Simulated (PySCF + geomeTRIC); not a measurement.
The multiplicity is imposed and other spin states were not computed.

Species: [Cu(H2O)(F)] (charge 0, multiplicity 1).

Task: Give a relaxed geometry from TPSS-D3(BJ)/def2-SVP in PySCF + geomeTRIC.

Result: One answer among several that fit: the end point of this relaxation, one of several conformers.
Cartesian coordinates (Å) in one orientation:
```xyz
5

Cu    -0.085    -0.114     0.007
O     -0.855    -1.376     1.246
H     -0.558    -1.193     2.160
H     -0.545    -2.283     1.051
F      0.612     1.019    -1.112
```
